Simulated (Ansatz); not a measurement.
System: CH₂I, charge 0, doublet. CH2I (SMILES [CH2]I, doublet).
B3LYP-D3(BJ)/def2-TZVP minimum from Ansatz (a quantum-chemistry and plane-wave program):
```xyz
4

C     -1.3014    -1.1848     0.0432
I      0.2107     0.1918    -0.0070
H     -1.6801    -1.4924     1.0033
H     -1.6775    -1.5644    -0.8918
```
Charge 0, spin multiplicity 2.

Total energies in def2-SVP, 13 correlated electrons, 10 frozen orbitals. Radicals and triplets start from unrestricted determinants; spin-orbit coupling is neglected. Cores are frozen in correlated methods (noble-gas shells, and filled d and f shells in the p block). Past Kr the def2 sets carry scalar-relativistic core potentials. Spin-orbit terms, left out, reach several kcal/mol for Br and I, and more for heavier atoms.

```tsv
method	program	energy (Eh)	minus CCSDTQ (mEh)
HF	Ansatz	-335.59847	250.41
MP2	Ansatz	-335.81382	35.06
CCSD	Ansatz	-335.84156	7.32
CCSD(T)	Ansatz	-335.84774	1.14
CCSDT(Q)	Ansatz	-335.84892	-0.03
CCSDTQ	Ansatz	-335.84889	0.00
```

Rough core times of Ansatz's runs on a shared machine: CCSD(T) under 20 s, CCSDT(Q) 50 s, CCSDTQ 70 min.
